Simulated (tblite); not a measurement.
Species: CH₁₅B₂NSi₄.
SMILES with atom numbers: `[BH2:1][Si@@H:2]([BH:3][NH:4][SiH3:5])[CH2:6][SiH2:7][SiH3:8]` (hydrogens: H9, H10 on B1; H11 on Si2; H12 on B3; H13 on N4; H14, H15, H16 on Si5; H17, H18 on C6; H19, H20 on Si7; H21, H22, H23 on Si8)

Computed with GFN2-xTB (tblite), gas phase: L-BFGS steps from a force-field or distance-geometry start until the largest atomic force falls under 0.01 eV/Å.

Geometry at step 5:
```
atom  x, y, z in Å
B1     -0.3900   -1.8246   -1.5866
Si2    -0.0395   -0.0580   -0.8575
B3     -1.6297    1.0684   -0.8510
N4     -2.2765    1.5432    0.3485
Si5    -3.7871    0.8255    0.7455
C6      0.6681   -0.1965    0.9219
Si7     2.3286   -1.1028    1.0027
Si8     3.9026    0.2158   -0.0030
H9     -0.8154   -1.9474   -2.6649
H10    -0.2767   -2.7846   -0.9345
H11     1.0214    0.6523   -1.6794
H12    -2.1714    1.3043   -1.8529
H13    -2.3103    2.5501    0.3744
H14    -4.2793    1.3920    1.9813
H15    -3.5877   -0.6073    0.8344
H16    -4.6978    1.1247   -0.3506
H17    -0.0883   -0.7057    1.5249
H18     0.7389    0.7925    1.3845
H19     2.6628   -1.3640    2.4134
H20     2.1928   -2.3905    0.2955
H21     3.6329    0.4232   -1.4267
H22     5.2193   -0.4139    0.1148
H23     3.9776    1.5302    0.6413
```

**Question.** What forces act on the atoms?

**Answer.** 
```tsv
atom	Fx (eV/Å)	Fy (eV/Å)	Fz (eV/Å)
B1	-0.070	-0.001	0.011
Si2	0.370	0.041	-0.016
B3	-0.143	0.000	0.134
N4	0.404	-0.001	0.136
Si5	-0.104	-0.011	-0.067
C6	-0.183	0.091	0.153
Si7	-0.115	0.047	0.031
Si8	0.040	-0.037	0.034
H9	0.008	-0.089	-0.141
H10	-0.047	-0.123	0.010
H11	-0.233	-0.106	0.193
H12	-0.001	0.345	-0.529
H13	-0.107	0.133	0.029
H14	0.025	0.193	0.250
H15	0.091	-0.278	0.029
H16	-0.470	-0.080	-0.130
H17	0.070	-0.131	-0.044
H18	0.159	-0.055	-0.125
H19	-0.029	-0.135	0.010
H20	0.001	-0.003	0.175
H21	0.116	0.054	-0.001
H22	0.114	0.106	-0.064
H23	0.102	0.039	-0.078
```

The largest, 0.63 eV/Å, acts on H12; the rms over all components is 0.155 eV/Å. The forces sum to zero within rounding, as they must for an isolated molecule in no field.

**Question.** Give the force on H12 in Eh/bohr and in nN.

**Answer.** 0.632 eV/Å ÷ 51.422 = 0.01228 Eh/bohr, and 0.632 eV/Å × 1.602 = 1.01 nN.

**Question.** How far is this geometry from the end of the optimisation?

**Answer.** 0.972 eV above it, and 0.805 Å rms away after alignment. The bonds farthest from their final lengths, with half the difference of the two atoms' forces along the bond (positive lengthens):

```csv
bond,now (Å),final (Å),force along bond (eV/Å)
B3–N4,1.443,1.397,-0.12
Si2–B3,1.949,1.980,+0.20
N4–Si5,1.719,1.748,+0.20
Si2–H11,1.518,1.497,-0.30
Si5–H14,1.446,1.465,+0.15
Si7–Si8,2.286,2.305,+0.03
```

The angle farthest from its final value is B3–N4–Si5, 116.6° against 133.2°.

Of the 6 listed bonds off by 0.010 Å or more, this force points towards the final length in 6.

The cost below is that of the whole relaxation. Hardware: one thread of an Arm Neoverse N1, shared host with 64 logical CPUs at a one-minute load of 59. Cost: 5.6 s of wall time.
